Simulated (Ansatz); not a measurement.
Species: C₂H₆Si, charge 0, singlet. C2H6Si (ethenylsilane, SMILES C=C[SiH3]).
B3LYP-D3(BJ)/def2-TZVP minimum from Ansatz (an electronic-structure program):
```
C
C 1 1.3315
H 2 1.0850 1 121.81
H 2 1.0851 3 115.94 1 180.00
H 1 1.0881 2 117.92 3 180.00
Si 1 1.8627 5 118.43 2 -180.00
H 6 1.4820 1 109.11 5 180.00
H 6 1.4836 7 109.35 3 121.24
H 6 1.4836 7 109.35 8 117.51
```

Total energies in hartree (Ansatz). UHF or UKS for unpaired electrons; spin-orbit terms are left out. Cores are frozen in correlated methods. No relativity. For partners of very few electrons the exact lower level stands in for a higher one.

```csv
species,HF/cc-pV(T+d)Z,CCSD(T)/cc-pV(T+d)Z,HF/cc-pV(Q+d)Z,CCSD(T)/cc-pV(Q+d)Z,CCSD(T)/cc-pV(D+d)Z,CCSDT(Q)/cc-pV(D+d)Z
1: C2H6Si (SMILES C=C[SiH3]),-368.17813,-368.69745,-368.18696,-368.73185,-368.57819,-368.58009
2: Si (triplet),-288.85649,-288.93344,-288.85845,-288.93781,-288.91643,-288.91690
3: C (triplet),-37.69157,-37.78076,-37.69331,-37.78654,-37.76038,-37.76071
4: H (doublet),-0.49981,-0.49981,-0.49995,-0.49995,-0.49928,-0.49928
```

**Question.** Work out the atomisation energy (electronic, to ground-state atoms) in kcal/mol: take Hartree-Fock from cc-pV(Q+d)Z, extrapolate the CCSD(T) correlation energy as X^-3 (X = 3, 4), and add CCSDT(Q) - CCSD(T) in cc-pV(D+d)Z. 1 hartree = 627.51 kcal/mol.

**Answer.** 
Species 1: correlation (64·(-0.54489) - 27·(-0.51932))/37 = -0.56355; step -0.00190; E1 = -368.18696 + (-0.56355) + (-0.00190) = -368.75241
Species 2: correlation (64·(-0.07936) - 27·(-0.07695))/37 = -0.08112; step -0.00047; E2 = -288.85845 + (-0.08112) + (-0.00047) = -288.94004
Species 3: correlation (64·(-0.09323) - 27·(-0.08919))/37 = -0.09618; step -0.00033; E3 = -37.69331 + (-0.09618) + (-0.00033) = -37.78982
Species 4: correlation (64·(0.00000) - 27·(0.00000))/37 = 0.00000; step +0.00000; E4 = -0.49995 + (0.00000) + (+0.00000) = -0.49995
-1·E1 +1·E2 +2·E3 +6·E4 = 1.23303 hartree = 773.7 kcal/mol.
